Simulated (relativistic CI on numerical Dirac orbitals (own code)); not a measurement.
## Fe⁴⁺ (3d4) in a crystal field

Calculated by Dirac-Coulomb-Breit CI, orbitals from a KLI potential per configuration, QED by a radiative potential, valence Slater integrals scaled by 0.75, one configuration in a parametric crystal field (own radial code).

Field parameters in Wybourne normalisation: Td as Oh with Dq negative (B⁴₀ = 21Dq, B⁴₄ = √(5/14) B⁴₀). The field is a parameter set, without covalency.

S is read from ⟨S²⟩ = S(S + 1).

Site symmetry Td; labels are those of the double group. Computed levels in cm⁻¹ above the lowest, in rising order:

| Δ (size of 10Dq) | Lowest | No. 2 | No. 3 | No. 4 | No. 5 | No. 6 | No. 7 | No. 8 |
| --- | --- | --- | --- | --- | --- | --- | --- | --- |
| 2200 | A1 | 80 T1 | 162 T2 | 452 E | 510 T1 | 749 T2 | 2626 A2 | 2659 T2 |
| 4000 | A1 | 59 T1 | 113 T2 | 433 E | 468 T1 | 707 T2 | 4369 A2 | 4383 T2 |
| 5800 | A1 | 49 T1 | 93 T2 | 424 E | 451 T1 | 691 T2 | 6146 A2 | 6153 T2 |
| 7550 | A1 | 45 T1 | 84 T2 | 421 E | 445 T1 | 685 T2 | 7884 A2 | 7888 T2 |
| 9350 | A1 | 43 T1 | 81 T2 | 422 E | 443 T1 | 683 T2 | 9678 A2 | 9680 T2 |
| 11100 | A1 | 43 T1 | 81 T2 | 424 E | 446 T1 | 687 T2 | 10068 A1 | 11401 T1 |
| 12900 | A1 | 46 T1 | 84 T2 | 431 E | 452 T1 | 694 T2 | 7214 A1 | 9817 T1 |
| 14650 | A1 | 52 T1 | 94 T2 | 442 E | 465 T1 | 708 T2 | 4098 A1 | 8211 T1 |
| 16450 | A1 | 86 T1 | 134 T2 | 485 E | 512 T1 | 756 T2 | 821 A1 | 6587 T1 |
| 18200 | A1 | 2551 A1 | 2603 T1 | 2663 T2 | 3018 E | 3050 T1 | 3297 T2 | 7484 A1 |

Ground-state S against |10Dq| in cm⁻¹: 2200: 2.00, 4000: 2.00, 5800: 2.00, 7550: 2.00, 9350: 2.00, 11100: 1.99, 12900: 1.99, 14650: 1.99, 16450: 1.93, 18200: 0.07.

The spin changes between |10Dq| = 16450 and 18200 cm⁻¹.
